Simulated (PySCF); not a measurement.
**Structure elucidation problem**

The spectra below were simulated for a compound C8H8O2.

¹H NMR (400 MHz, computed): δ 8.29 (d, 1H), 7.41 (m, 1H), 7.25 (m, 1H), 7.25 (m, 1H), 5.67 (br s, 1H), 2.79 (s, 3H).

¹³C{¹H} NMR (computed): δ 170.6 (C), 152.9 (C), 139.4 (CH), 138.9 (CH), 137.8 (CH), 131.2 (CH), 129.9 (C), 26.8 (CH3).

How the numbers were obtained: geometry from PBE0-D3(BJ)/def2-SVP, NMR shieldings at B3LYP/pcSseg-1/GIAO, in PySCF (no solvent, single conformer, relativity neglected, one averaged value for each set of equivalent atoms).

Shifts are taken against calculated references (same method and geometry level): TMS for ¹H (σ = 31.38 ppm) and ¹³C (σ = 179.24 ppm).

Question: Deduce the structure.

Answer: 
- The formula gives 5 degrees of unsaturation (1 ring in the answer).
- 8 carbon signals for 8 carbons: no two carbons are equivalent.
- Carbon types of the structure: 3 × C, 4 × CH, 1 × CH3, leaving 1 H on heteroatoms.
- δC 170.6: carboxylic acid carbon; it is a carbonyl in resonance with an O or N lone pair, the region of acids, esters and amides.
- δC 152.9, 129.9: substituted aromatic carbon.
- δC 139.4, 138.9, 137.8, 131.2: aromatic CH; the aromatic region.
- δC 26.8: methyl carbon on an aromatic ring; a saturated carbon with 1 carbon neighbour and no heteroatom attached.
- δH 8.29, 7.41, 7.25, 7.25: hydrogen on an aromatic CH.
- δH 5.67: hydrogen on an acid hydroxyl oxygen; exchangeable; this is the value without hydrogen bonding to other molecules.
- δH 2.79: hydrogen on a methyl carbon on an aromatic ring; benzylic-type position, deshielded by the ring.

Structure: SMILES Cc1ccccc1C(=O)O.

This is the structure that produced the data.

The OH or NH signal is concentration- and solvent-dependent in practice; the value given is the gas-phase one. Shifts are as computed. Against solution values, carbons near 30 ppm lie about +2 ppm off and those near 130 ppm about +6 ppm. Of 1211 compounds with measured shifts, 218 miss one by over three times the rms of a fit or turn the order of signals round; such compounds aren't used in these exercises. Hydrogen bonding in solution deshields acid and N–H amide carbonyl carbons by as much as 10 ppm beyond these values. Multiplicities follow the n + 1 count of equivalent neighbours, as no J values were calculated; m marks all less simple cases, F and P coupling included.
